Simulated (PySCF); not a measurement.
# Electron correlation in Tc¹²⁺ (technetium, charge +12)

Starting occupation: [Ar] 3d10 4s2 4p1, 4p3/2 with m_j = +3/2. All numbers are calculated (PySCF 2.14, X2C-1e with screened-nucleus spin-orbit coupling, Gaussian nucleus, in an uncontracted even-tempered set (18 s from 0.5 bohr⁻², ratio 2.8; 14 p from 0.65 bohr⁻², ratio 2.8; 9 d from 1.1 bohr⁻², ratio 2.8; 4 f from 3.8 bohr⁻², ratio 3)). Frozen: [Ne]; 21 electrons correlated; the 82 highest virtual spinors left out.

MP2 pair energies summed by pair of shells (mhartree):

```
       pair   energy  share (%)
3d3/2-3d5/2  -186.01       22.4
3d5/2-3d5/2  -129.99       15.6
3d5/2-3p3/2   -64.23        7.7
3d3/2-3d3/2   -55.95        6.7
3d3/2-3p3/2   -44.01        5.3
3d5/2-4s1/2   -39.76        4.8
3d5/2-3p1/2   -34.69        4.2
4s1/2-4s1/2   -31.96        3.8
4p3/2-4s1/2   -29.90        3.6
3d3/2-4s1/2   -26.41        3.2
3d5/2-3s1/2   -24.97        3.0
3p1/2-3p3/2   -23.19        2.8
3p3/2-3p3/2   -22.28        2.7
3d3/2-3p1/2   -22.12        2.7
3d3/2-3s1/2   -16.79        2.0
3d5/2-4p3/2   -15.08        1.8
3p3/2-3s1/2   -12.01        1.4
3p3/2-4s1/2   -10.96        1.3
3d3/2-4p3/2    -9.85        1.2
3p1/2-3s1/2    -6.32        0.8
3p1/2-3p1/2    -5.87        0.7
3p1/2-4s1/2    -5.31        0.6
3p3/2-4p3/2    -4.59        0.6
3s1/2-3s1/2    -3.58        0.4
3s1/2-4s1/2    -2.70        0.3
3p1/2-4p3/2    -2.42        0.3
3s1/2-4p3/2    -1.18        0.1
```

Total MP2 correlation energy: -832.14 mhartree.
